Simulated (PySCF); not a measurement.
C3H9FOSi, SMILES COC[Si@H](C)F. Coordinates come from a TPSSh-D3(BJ)/def2-SVP optimisation. The structure was generated by enumeration; whether it is a known compound was not checked. One conformer was computed; it need not be the lowest.

### Question
Give the equilibrium geometry at TPSSh-D3(BJ)/def2-SVP (PySCF confirms it by a frequency run) as a Z-matrix. (An estimate is asked for; the answer gives what the named calculation found.)

### Answer
This is not unique; one that fits is 
```
C
H 1 1.1116
H 1 1.1138 2 106.04
O 1 1.4164 2 111.36 3 -121.06
C 4 1.4071 1 113.45 2 56.85
H 5 1.0991 4 107.51 1 179.89
H 5 1.1082 6 108.97 4 -121.11
H 5 1.1087 6 108.98 7 -117.81
Si 1 1.8905 2 110.64 3 119.20
F 9 1.6378 1 108.54 2 46.69
H 9 1.4878 10 106.54 1 117.35
C 9 1.8638 11 113.16 10 -119.91
H 12 1.1013 9 109.21 11 -173.74
H 12 1.1013 13 109.01 9 122.67
H 12 1.1029 13 107.93 14 117.35
```
Charge 0, spin multiplicity 1.
